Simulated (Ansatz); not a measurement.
`C[S][Al]([F])[Cl]` → `[CH2]` (triplet) + `[F][Al]([SH])[Cl]` at 600 K and 1 bar (formal loss of a carbene).

Program: Ansatz. Geometries: PBE0-D4/def2-TZVP. ΔE: electronic, gas phase. CBS: MP2 limit from def2 TZ/QZ plus the TZ coupled-cluster correction, frozen cores. This one scheme is used for every species. Triplets are unrestricted, without spin–orbit coupling. Each species was taken in one conformer, which may not be the lowest.

```json
{"species": "`C[S][Al]([F])[Cl]`", "CCSD(T)/CBS energy (Eh)": "-1239.41425", "H − E (kJ/mol)": "172.5", "S (J/(mol·K))": "452.7"}
{"species": "`[CH2]` (triplet)", "CCSD(T)/CBS energy (Eh)": "-39.09499", "H − E (kJ/mol)": "66.5", "S (J/(mol·K))": "220.8"}
{"species": "`[F][Al]([SH])[Cl]`", "CCSD(T)/CBS energy (Eh)": "-1200.16071", "H − E (kJ/mol)": "80.6", "S (J/(mol·K))": "387.9"}
```

H − E and S are ideal-gas, rigid-rotor, harmonic terms from PBE0-D4/def2-TZVP, for one conformer and one mirror image of each species, with the whole ground term of open shells counted as degenerate. 1 Eh = 2625.50 kJ/mol, R = 8.31446 J/(mol·K).

By hand: ΔE, ΔH, ΔS and ΔG.

ΔE = (-39.09499) + (-1200.16071) − (-1239.41425) = 0.15855 Eh = 416.3 kJ/mol. Δ(H − E) = 66.5 + 80.6 − 172.5 = -25.4, so ΔH = 390.9 kJ/mol. ΔS = 220.8 + 387.9 − 452.7 = 156.0 J/(mol·K). ΔG = 390.9 − 600 × (156.0)/1000 = 297.3 kJ/mol.

By hand: the equilibrium constant, and the temperature at which ΔG would vanish if ΔH and ΔS stayed fixed.

log₁₀ K = −ΔG/(RT ln 10) = -25.9. ΔG = 0 at ΔH/ΔS = 2506 K, far beyond where these terms or the molecules hold.

The number of gas molecules changes by +1, which sets the sign of ΔS. A doubt of 5 kJ/mol in ΔE shifts log₁₀ K by 0.4 here. Other conformers and mirror images would add mixing entropy, several J/(mol·K) or more a flexible species. Modes under 60 cm⁻¹, often nearly free rotors, make the harmonic entropy too high. A triplet takes part, so the spin changes. These are equilibria of isolated gas molecules and say nothing of rates. Largest T1 diagnostic: 0.011 (customary marks: 0.02 for closed shells, 0.045 for open ones).
